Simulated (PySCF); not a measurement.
## Structure elucidation problem

Molecular formula: C4H9FO3Si. Simulated spectra:

¹H NMR (500 MHz, computed): δ 5.13 (d, 1H), 4.93 (d, 1H), 4.65 (m, 1H), 3.82 (s, 3H), 1.55 (br s, 1H), 1.38 (m, 1H), 1.11 (m, 1H).

¹³C{¹H} NMR (computed): δ 86.4 (C), 80.4 (CH), 56.4 (CH3), 24.0 (CH2).

Method: PBE0/pcSseg-1 with gauge-including orbitals, GFN2-xTB structure, in PySCF 2.14.0 with density-fitted response routines (isolated molecule, one averaged value for each set of equivalent atoms, relativity neglected, a single conformation).

Shifts are taken against calculated references (same method and geometry level): ¹H (σ = 31.72 ppm) and ¹³C (σ = 186.93 ppm) against TMS.

Q: Deduce the structure.

A: 
1. Rings plus π bonds: 1 (1 ring in the answer).
2. 4 carbon signals for 4 carbons: no two carbons are equivalent.
3. Carbon types of the structure: 1 × C, 1 × CH, 1 × CH2, 1 × CH3, leaving 3 H on heteroatoms.
4. δC 86.4: sp3 carbon bearing two oxygens; 2 electronegative neighbours deshield it.
5. δC 80.4, 24.0: three-membered-ring carbon.
6. δC 56.4: methyl carbon bonded to O; the inductive effect lowers its shielding.
7. δH 5.13, 4.93: hydrogen on a silicon bonded to 2 O.
8. δH 4.65, 1.38, 1.11: hydrogen on a three-membered-ring carbon.
9. δH 3.82: hydrogen on a methyl carbon bonded to O; its carbon carries O, which withdraws density.
10. δH 1.55: hydrogen on an oxygen bonded to Si; exchangeable; this is the value without hydrogen bonding to other molecules.

The compound is SMILES CO[C@@]1(O[SiH2]O)C[C@H]1F.

The shifts were computed for this structure.

The OH or NH signal is concentration- and solvent-dependent in practice; the value given is the gas-phase one. Splittings by ¹⁹F in the carbon and heteronuclear signals aren't shown, as no couplings were computed. Shifts are as computed. Against solution values, carbons near 30 ppm lie about +3 ppm off and those near 130 ppm about +5 ppm. Of 1309 compounds with measured shifts, 239 miss one by over three times the rms of a fit or turn the order of signals round; such compounds aren't used in these exercises. Multiplicities follow the n + 1 count of equivalent neighbours, as no J values were calculated; m marks all less simple cases, F and P coupling included.
